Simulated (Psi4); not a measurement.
C₅H₁₁, doublet, at a GFN2-xTB geometry. Base run: MP2/6-31G in Psi4 1.11.

Psi4 was given this input:
```
memory 2 GB

molecule {
0 2
C    -1.86322084   -0.26249423    0.81633593
C    -0.98166494    0.83254935    0.38076256
C    -0.16223408    0.47199011   -0.86724929
C     0.79874315   -0.69281539   -0.62707033
C     1.97056503   -0.32541017    0.27536823
H    -2.04954554   -0.44739525    1.85550543
H    -2.40029132   -0.84043383    0.08905334
H    -1.58444871    1.72046316    0.12459824
H    -0.32066128    1.13388378    1.19589314
H    -0.85335877    0.20063816   -1.66841816
H     0.40285723    1.34766018   -1.19473533
H     0.24190779   -1.52052792   -0.18170466
H     1.18863768   -1.02981834   -1.59067616
H     2.65618177   -1.16518317    0.36401183
H     2.51746774    0.52111854   -0.13539365
H     1.62812360   -0.06332318    1.27298319
}

set {
  basis 6-31g
  reference uhf
  freeze_core true
}

energy('mp2')
print_variables()
```

The base run was repeated with changes; each row names its change, and settings that it needs were set with it.

| change | basis functions | E (Eh) | MP2 correlation (Eh) | core-seconds (rough) |
|---|---|---|---|---|
| base | 67 | -196.05657 | -0.43648 | 7 |
| basis = STO-3G | 36 | -193.63844 | -0.23994 | 5 |
| basis = 3-21G | 67 | -195.05558 | -0.43758 | 7 |
| basis = 6-31+G* | 117 | -196.33850 | -0.63850 | 10 |
| basis = cc-pVDZ | 125 | (withheld) | (withheld) | 10 |
| basis = pcseg-1 | 125 | -196.34342 | -0.69874 | 10 |
| basis = 6-311G** | (withheld) | (withheld) | (withheld) | 20 |
| basis = 6-311+G(2d,p) | (withheld) | (withheld) | (withheld) | 20 |
| basis = aug-pcseg-1 | (withheld) | (withheld) | (withheld) | 20 |
| basis = def2-TZVP | 221 | -196.59123 | -0.82232 | 20 |
| basis = def2-TZVPD | 284 | -196.59760 | -0.82833 | 40 |
| basis = pcseg-2 | 304 | -196.60686 | -0.84578 | 40 |
| basis = def2-TZVPP | 309 | -196.62522 | -0.85265 | 40 |

Question: Complete the blanks.

Answer: 
- basis = cc-pVDZ, E (Eh): -196.40986
- basis = cc-pVDZ, MP2 correlation (Eh): -0.69788
- basis = 6-311G**, basis functions: 156
- basis = 6-311G**, E (Eh): -196.48590
- basis = 6-311G**, MP2 correlation (Eh): -0.73821
- basis = 6-311+G(2d,p), basis functions: 201
- basis = 6-311+G(2d,p), E (Eh): -196.52413
- basis = 6-311+G(2d,p), MP2 correlation (Eh): -0.76970
- basis = aug-pcseg-1, basis functions: 214
- basis = aug-pcseg-1, E (Eh): -196.38087
- basis = aug-pcseg-1, MP2 correlation (Eh): -0.72442

Totals compare only among sets that treat the same electrons; sets with core potentials leave the core out.

Open shells are given as the SCF converged; they aren't shown to be the lowest states, and a large step between rows can be another state.
